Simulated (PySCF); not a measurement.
Correlation energy of S²⁺ (sulfur, charge +2)

[Ne] 3s2 3p2, high-spin 3P determinant. All numbers are calculated (PySCF 2.14, the spin-free X2C one-electron Hamiltonian (Gaussian nucleus), in jorge-DZP-DKH). Frozen: [Ne]; 4 electrons correlated.

MP2 pair energies summed by pair of shells (mhartree):

| pair | energy | share (%) |
| --- | --- | --- |
| 3s-3p | -32.58 | 60.7 |
| 3s-3s | -15.27 | 28.4 |
| 3p-3p | -5.82 | 10.8 |

Total MP2 correlation energy: -53.66 mhartree.

Same-spin part -8.80 and opposite-spin part -44.86 mhartree; SCS-MP2 scales them by 1/3 and 6/5 to -56.77 mhartree.

| level | correlation energy (mhartree) |
| --- | --- |
| CCSD | -74.89 |
| (T) | -0.88 |
| CCSD(T) | -75.77 |

Diagnostics: T1 = 0.0068, D1 = 0.0187, largest double amplitude 0.106.

Cost of the coupled-cluster step: 0.12 s of wall time on 1 thread of Neoverse-V1 (shared host), for 4 correlated electrons.
